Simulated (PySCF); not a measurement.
C4H5BO2, SMILES B1(O)C(=C)C=CO1.

Geometry optimised at B3LYP-D3(BJ)/def2-SVP. The structure was generated by enumeration, and PubChem lists no compound with its InChIKey, so it may never have been made. Other conformers were not sampled.

Level of theory: TDDFT-M06-2X/def2-SVPD (PySCF 2.14.0).

Vertical excitations.  State labels are in the subgroup Cs.

```json
[
 {"state": "S1", "symmetry": "A'", "energy (eV)": "4.67", "λ (nm)": "266", "f": "0.215", "main pairs": "HOMO→LUMO 95 %"},
 {"state": "S2", "symmetry": "A\"", "energy (eV)": "5.85", "λ (nm)": "212", "f": "0.000", "main pairs": "HOMO→LUMO+1 92 %"},
 {"state": "S3", "symmetry": "A\"", "energy (eV)": "5.87", "λ (nm)": "211", "f": "0.001", "main pairs": "HOMO−2→LUMO 98 %"},
 {"state": "S4", "symmetry": "A\"", "energy (eV)": "6.63", "λ (nm)": "187", "f": "0.009", "main pairs": "HOMO→LUMO+2 73 %, HOMO→LUMO+3 17 %"},
 {"state": "S5", "symmetry": "A'", "energy (eV)": "6.79", "λ (nm)": "183", "f": "0.192", "main pairs": "HOMO−1→LUMO 93 %"},
 {"state": "S6", "symmetry": "A\"", "energy (eV)": "6.88", "λ (nm)": "180", "f": "0.017", "main pairs": "HOMO→LUMO+3 77 %, HOMO→LUMO+2 16 %"},
 {"state": "S7", "symmetry": "A'", "energy (eV)": "7.01", "λ (nm)": "177", "f": "0.110", "main pairs": "HOMO→LUMO+4 94 %"},
 {"state": "S8", "symmetry": "A\"", "energy (eV)": "7.48", "λ (nm)": "166", "f": "0.000", "main pairs": "HOMO→LUMO+5 86 %"},
 {"state": "S9", "symmetry": "A\"", "energy (eV)": "7.73", "λ (nm)": "160", "f": "0.008", "main pairs": "HOMO→LUMO+6 58 %, HOMO−5→LUMO 22 %"},
 {"state": "S10", "symmetry": "A\"", "energy (eV)": "7.77", "λ (nm)": "160", "f": "0.001", "main pairs": "HOMO−5→LUMO 52 %, HOMO→LUMO+6 24 %, HOMO−4→LUMO 14 %"},
 {"state": "T1", "symmetry": "A'", "energy (eV)": "2.94", "λ (nm)": "422", "f": "0", "main pairs": "HOMO→LUMO 94 %"},
 {"state": "T2", "symmetry": "A'", "energy (eV)": "4.88", "λ (nm)": "254", "f": "0", "main pairs": "HOMO−1→LUMO 56 %, HOMO→LUMO+4 34 %"},
 {"state": "T3", "symmetry": "A\"", "energy (eV)": "5.55", "λ (nm)": "224", "f": "0", "main pairs": "HOMO−2→LUMO 95 %"},
 {"state": "T4", "symmetry": "A\"", "energy (eV)": "5.84", "λ (nm)": "212", "f": "0", "main pairs": "HOMO→LUMO+1 92 %"}
]
```
Triplets are in the Tamm–Dancoff approximation, which puts them higher than full response would, so one can lie above its singlet here.
